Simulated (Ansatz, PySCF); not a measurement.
CH₇FOSi₂, SMILES O([SiH3])[Si@H](F)C. Atoms are numbered in the order given.

```xyz
12

C      1.8716     1.2247    -0.1234
Si     1.0138    -0.4229    -0.0474
F      1.0066    -0.9191     1.5048
O     -0.5512    -0.2985    -0.5489
Si    -2.0736     0.2927    -0.2354
H      1.8875     1.6087    -1.1562
H      1.3506     1.9616     0.5090
H      2.9122     1.1451     0.2299
H      1.6729    -1.4791    -0.8487
H     -2.8276    -0.6584     0.6271
H     -2.7840     0.4632    -1.5312
H     -1.9815     1.6132     0.4546
```
Charge 0, spin multiplicity 1.

The structure is a stationary point at B3LYP-D3(BJ)/def2-SVP. The structure was generated by enumeration; whether it is a known compound was not checked. The values are those of a single conformer.

Two levels are set side by side: PBE-D3(BJ)/def2-SVP (Ansatz, a first-principles code) and B3LYP-D3(BJ)/def2-SVP (Ansatz). Each level has its own optimised geometry; the coordinates shown are those of the second. Frequencies come from the Hessian of PySCF at each geometry. Differences are taken from unrounded values.

```csv
quantity,B3LYP-D3(BJ)
mean bond length (Å),1.460
bond C1–Si2 (Å),1.859
bond Si2–F3 (Å),1.630
bond Si2–O4 (Å),1.648
bond O4–Si5 (Å),1.663
bond C1–H6 (Å),1.102
bond C1–H7 (Å),1.102
bond C1–H8 (Å),1.102
bond Si2–H9 (Å),1.481
bond Si5–H10 (Å),1.489
bond Si5–H11 (Å),1.488
bond Si5–H12 (Å),1.493
highest harmonic wavenumber (cm⁻¹),3127
mean harmonic wavenumber (cm⁻¹),1150
zero-point energy (kcal/mol),49.34
```

### Question
What does PBE-D3(BJ) give, and how far is it from B3LYP-D3(BJ)? (An estimate is asked for; the answer gives what the named calculation found.)

### Answer

```json
[
 {"quantity": "mean bond length (Å)", "PBE-D3(BJ)": "1.471", "PBE-D3(BJ) minus B3LYP-D3(BJ)": "0.011"},
 {"quantity": "bond C1–Si2 (Å)", "PBE-D3(BJ)": "1.865", "PBE-D3(BJ) minus B3LYP-D3(BJ)": "0.006"},
 {"quantity": "bond Si2–F3 (Å)", "PBE-D3(BJ)": "1.641", "PBE-D3(BJ) minus B3LYP-D3(BJ)": "0.011"},
 {"quantity": "bond Si2–O4 (Å)", "PBE-D3(BJ)": "1.664", "PBE-D3(BJ) minus B3LYP-D3(BJ)": "0.016"},
 {"quantity": "bond O4–Si5 (Å)", "PBE-D3(BJ)": "1.677", "PBE-D3(BJ) minus B3LYP-D3(BJ)": "0.014"},
 {"quantity": "bond C1–H6 (Å)", "PBE-D3(BJ)": "1.109", "PBE-D3(BJ) minus B3LYP-D3(BJ)": "0.007"},
 {"quantity": "bond C1–H7 (Å)", "PBE-D3(BJ)": "1.109", "PBE-D3(BJ) minus B3LYP-D3(BJ)": "0.007"},
 {"quantity": "bond C1–H8 (Å)", "PBE-D3(BJ)": "1.109", "PBE-D3(BJ) minus B3LYP-D3(BJ)": "0.007"},
 {"quantity": "bond Si2–H9 (Å)", "PBE-D3(BJ)": "1.494", "PBE-D3(BJ) minus B3LYP-D3(BJ)": "0.014"},
 {"quantity": "bond Si5–H10 (Å)", "PBE-D3(BJ)": "1.502", "PBE-D3(BJ) minus B3LYP-D3(BJ)": "0.013"},
 {"quantity": "bond Si5–H11 (Å)", "PBE-D3(BJ)": "1.501", "PBE-D3(BJ) minus B3LYP-D3(BJ)": "0.013"},
 {"quantity": "bond Si5–H12 (Å)", "PBE-D3(BJ)": "1.507", "PBE-D3(BJ) minus B3LYP-D3(BJ)": "0.014"},
 {"quantity": "highest harmonic wavenumber (cm⁻¹)", "PBE-D3(BJ)": "3083", "PBE-D3(BJ) minus B3LYP-D3(BJ)": "-44"},
 {"quantity": "mean harmonic wavenumber (cm⁻¹)", "PBE-D3(BJ)": "1118", "PBE-D3(BJ) minus B3LYP-D3(BJ)": "-33"},
 {"quantity": "zero-point energy (kcal/mol)", "PBE-D3(BJ)": "47.94", "PBE-D3(BJ) minus B3LYP-D3(BJ)": "-1.40"}
]
```

Exact exchange shortens and stiffens bonds; PBE has none. Differences between two approximate levels are no errors against the true value.
